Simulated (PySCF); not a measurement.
## Where the electron goes

Species: C4H4FN3.
Z-matrix (Å and degrees, GFN2-xTB geometry), rows numbered from 1:
```
C 
C   1  1.4842
N   2  1.3203  1  120.14
C   3  1.3317  2  116.84  1   179.99
N   4  1.3133  3  126.05  2     0.01
N   5  1.3068  4  118.54  3    -0.01
C   6  1.3076  5  118.67  4    -0.02
F   7  1.3333  2  119.97  1     0.02
H   1  1.0893  2  109.90  3  -120.80
H   1  1.0856  2  109.71  3     0.18
H   1  1.0892  2  109.91  3   121.16
H   4  1.0803  3  116.92  2  -179.99
```

Computed, not measured: TDDFT wB97X-D/def2-SVPD, vertical, gas phase, core orbitals frozen in the response in PySCF 2.14.0, density-fitted response routines.

Kohn–Sham orbitals with the atoms that hold most of them (Löwdin shares over 4%, at most four atoms; ? is withheld):

| orbital | ε (eV) | atoms |
| --- | --- | --- |
| LUMO+2 | 2.11 | C1 26%, C7 17%, C2 12%, H9 9% |
| LUMO+1 | 0.46 | C4 24%, C7 19%, N5 15%, N3 11% |
| LUMO | -0.48 | ? |
| HOMO | ? | N5 37%, N6 27%, N3 14%, C7 7% |
| HOMO-1 | -10.50 | ? |
| HOMO-2 | -11.48 | N3 53%, N6 11%, C4 10%, N5 9% |
| HOMO-3 | -12.14 | N3 33%, N6 21%, C2 11%, N5 10% |

Task: Give the leading atoms of the HOMO-1.

Result: C7 (bonded to C, F and N) 19%; N5 (bonded to C and N) 19%; C4 (bonded to 2 N and H) 16%; C2 (bonded to 2 C and N) 14%. By element: carbon 48% or more, nitrogen 19% or more.

Task: Give the leading atoms of the LUMO.

Result: N6 (bonded to C and N) 23%; N3 (bonded to 2 C) 22%; C2 (bonded to 2 C and N) 20%; N5 (bonded to C and N) 16%. By element: nitrogen 61%, carbon 20% or more.

Task: What is the HOMO energy, and the HOMO–LUMO gap?

Result: ε(HOMO) = -9.23 eV; the gap is 8.75 eV (0.3214 hartree).

Task: The HOMO–LUMO gap is 8.75 eV. Where does the response calculation put the lowest singlet, and from which orbitals?

Result: S1 is at 3.43 eV (f = 0.0051), 5.31 eV below the gap, made of HOMO→LUMO (99%). Without the coupling terms of the response equations the lowest excitation would equal the gap.

Task: One configuration dominates each of S1, S2, S3, S4, S6 and S7. Which, and how do the shares of the two leading atoms of either orbital change from the occupied to the empty one?

Result: 
- S1 (3.43 eV, f 0.0051), HOMO→LUMO (99%): N5 37% → 16%, N6 27% → 23%, N3 14% → 22%
- S2 (4.36 eV, f 0.0001), HOMO→LUMO+1 (99%): N5 37% → 15%, N6 27% → at most 12%, C4 at most 8% → 24%, C7 7% → 19%
- S3 (5.59 eV, f 0.122), HOMO-1→LUMO (88%): C7 19% → at most 17%, N5 19% → 16%, N6 at most 14% → 23%, N3 at most 14% → 22%
- S4 (5.70 eV, f 0.0001), HOMO-2→LUMO (95%): N3 53% → 22%, N6 11% → 23%
- S6 (6.70 eV, f 0.0011), HOMO-2→LUMO+1 (97%): N3 53% → 11%, N6 11% → at most 12%, C4 10% → 24%, C7 at most 9% → 19%
- S7 (6.74 eV, f 0.069), HOMO-1→LUMO+1 (79%): C7 19% → 19%, N5 19% → 15%, C4 16% → 24%

Hardware: one thread, Intel Xeon Platinum 8488C (x86_64), shared host with 192 logical CPUs at a one-minute load of 35. Cost: 30 s of wall time, 0.83 GiB resident at most.
